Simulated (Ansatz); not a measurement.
The multiplicity is imposed and other spin states were not computed.

The numbers are results of Ansatz (a quantum-chemistry and plane-wave program) with r2SCAN-D4/def2-SVP, not measurements. No frequencies were computed at this level.

Ansatz 0.2 input:
```yaml
crystal:
  periodic: [false, false, false]
  atoms:
    - { symbol: Zn, position_ang: [0.05907, 0.014513, 0.013393] }
    - { symbol: Cl, position_ang: [2.067359, 0.507941, 0.468684] }
    - { symbol: C, position_ang: [-1.848778, -0.454237, -0.419127] }
    - { symbol: H, position_ang: [-1.964182, -1.525624, -0.51834] }
    - { symbol: H, position_ang: [-2.152812, 0.008483, -1.348904] }
    - { symbol: H, position_ang: [-2.511761, -0.111515, 0.364472] }
basis:
  gaussian: { orbitals: def2-svp }
hamiltonian:
  xc: r2scan
  dispersion: d4
relax:
  max_steps: 150
```

Output:

```
Functional definition: r2SCAN
885 factors; their error is unknown
mean field evaluation 1: about -62007.5411 eV, gradient 6.3e1 eV
mean field evaluation 2: about -61992.1630 eV, gradient 9.7e1 eV
mean field evaluation 4: about -62016.3222 eV, gradient 4.9e0 eV
mean field evaluation 8: about -62016.3765 eV, gradient 8.0e-2 eV
mean field evaluation 16: about -62016.3326 eV, gradient 2.3e-5 eV
mean field -62016.33258861 eV, -2279.0581864516 hartree, gradient 2.3e-5 eV, S^2 0.000000; 0 other end points of the search recorded, 0 dependent functions left out
reference -62016.33260161 eV, -2279.0581869293 hartree; 28, 28 occupied and 50, 50 virtual orbitals, 885 factors
relax step   1: F+E_penalty+E_count = -62016.35303547 eV  Δ(F+E_penalty+E_count) = +0.000e0 eV  max|allowed force component| = 1.580e0 eV/Å  Δτ_max = 0.0000 Å  (28 SCF iters, accepted)
these checks for a lower state are left out or cut short: starts, cluster_reference, orbital_swaps, neighbouring_geometries, increment
885 factors; their error is unknown
mean field -62016.39822011 eV, -2279.0605983647 hartree, gradient 1.3e-5 eV, S^2 0.000000; 0 other end points of the search recorded, 0 dependent functions left out
reference -62016.39823315 eV, -2279.0605988436 hartree; 28, 28 occupied and 50, 50 virtual orbitals, 885 factors
relax step   2: F+E_penalty+E_count = -62016.41889227 eV  Δ(F+E_penalty+E_count) = -6.586e-2 eV  max|allowed force component| = 7.109e-1 eV/Å  Δτ_max = 0.0455 Å  (30 SCF iters, accepted)
these checks for a lower state are left out or cut short: starts, cluster_reference, orbital_swaps, neighbouring_geometries, increment
885 factors; their error is unknown
mean field evaluation 32: about -62016.4089 eV, gradient 1.3e-5 eV
mean field -62016.40885195 eV, -2279.0609890775 hartree, gradient 1.3e-5 eV, S^2 0.000000; 0 other end points of the search recorded, 0 dependent functions left out
reference -62016.40886503 eV, -2279.0609895582 hartree; 28, 28 occupied and 50, 50 virtual orbitals, 885 factors
relax step   3: F+E_penalty+E_count = -62016.42964133 eV  Δ(F+E_penalty+E_count) = -1.075e-2 eV  max|allowed force component| = 5.750e-2 eV/Å  Δτ_max = 0.0207 Å  (29 SCF iters, accepted)
these checks for a lower state are left out or cut short: starts, cluster_reference, orbital_swaps, neighbouring_geometries, increment
885 factors; their error is unknown
mean field -62016.40917498 eV, -2279.0610009486 hartree, gradient 6.8e-6 eV, S^2 0.000000; 0 other end points of the search recorded, 0 dependent functions left out
reference -62016.40918807 eV, -2279.0610014297 hartree; 28, 28 occupied and 50, 50 virtual orbitals, 885 factors
relax step   4: F+E_penalty+E_count = -62016.42995418 eV  Δ(F+E_penalty+E_count) = -3.129e-4 eV  max|allowed force component| = 1.445e-2 eV/Å  Δτ_max = 0.0031 Å  (24 SCF iters, accepted)
these checks for a lower state are left out or cut short: starts, cluster_reference, orbital_swaps, neighbouring_geometries, increment
885 factors; their error is unknown
mean field -62016.40919984 eV, -2279.0610018621 hartree, gradient 2.6e-5 eV, S^2 0.000000; 0 other end points of the search recorded, 0 dependent functions left out
reference -62016.40921293 eV, -2279.0610023433 hartree; 28, 28 occupied and 50, 50 virtual orbitals, 885 factors
relax step   5: F+E_penalty+E_count = -62016.42997642 eV  Δ(F+E_penalty+E_count) = -2.224e-5 eV  max|allowed force component| = 3.560e-4 eV/Å  Δτ_max = 0.0011 Å  (23 SCF iters, accepted)
these checks for a lower state are left out or cut short: starts, cluster_reference, orbital_swaps, neighbouring_geometries, increment
885 factors; their error is unknown
mean field -62016.40858420 eV, -2279.0609792379 hartree, gradient 1.4e-5 eV, S^2 0.000000; 0 other end points of the search recorded, 0 dependent functions left out
reference -62016.40859730 eV, -2279.0609797192 hartree; 28, 28 occupied and 50, 50 virtual orbitals, 885 factors
relax step   6: F+E_penalty+E_count = -62016.42936086 eV  Δ(F+E_penalty+E_count) = +6.156e-4 eV  max|allowed force component| = 2.332e-2 eV/Å  Δτ_max = 0.0217 Å  (30 SCF iters, rejected (line search))
relax step   7: F+E_penalty+E_count = -62016.42997642 eV  Δ(F+E_penalty+E_count) = +0.000e0 eV  max|allowed force component| = 3.560e-4 eV/Å  Δτ_max = 0.0000 Å  (23 SCF iters, accepted)
885 factors; their error is unknown
mean field evaluation 64: about -62016.4092 eV, gradient 1.3e-1 eV
mean field -62016.40919984 eV, -2279.0610018621 hartree, gradient 2.6e-5 eV, S^2 0.000000; 1 other end points of the search recorded, 0 dependent functions left out
reference -62016.40921293 eV, -2279.0610023433 hartree; 28, 28 occupied and 50, 50 virtual orbitals, 885 factors
Total energy: -62016.42998951 eV, -2279.0617658686 hartree
Atom 0 at     0.007036     0.001742     0.001598 Å, force     0.000356     0.000095     0.000081 eV/Å
Atom 1 at     2.008292     0.493416     0.455292 Å, force    -0.000278    -0.000073    -0.000063 eV/Å
Atom 2 at    -1.811389    -0.445046    -0.410650 Å, force    -0.000048    -0.000006    -0.000010 eV/Å
Atom 3 at    -1.935764    -1.534943    -0.513039 Å, force     0.000016    -0.000102    -0.000004 eV/Å
Atom 4 at    -2.127360     0.023132    -1.356587 Å, force    -0.000006     0.000049    -0.000085 eV/Å
Atom 5 at    -2.491918    -0.098741     0.383565 Å, force    -0.000040     0.000037     0.000081 eV/Å
Dipole moment:    -0.495216    -0.121663    -0.112268 e Å
```

Cost: very roughly 23 core-seconds.
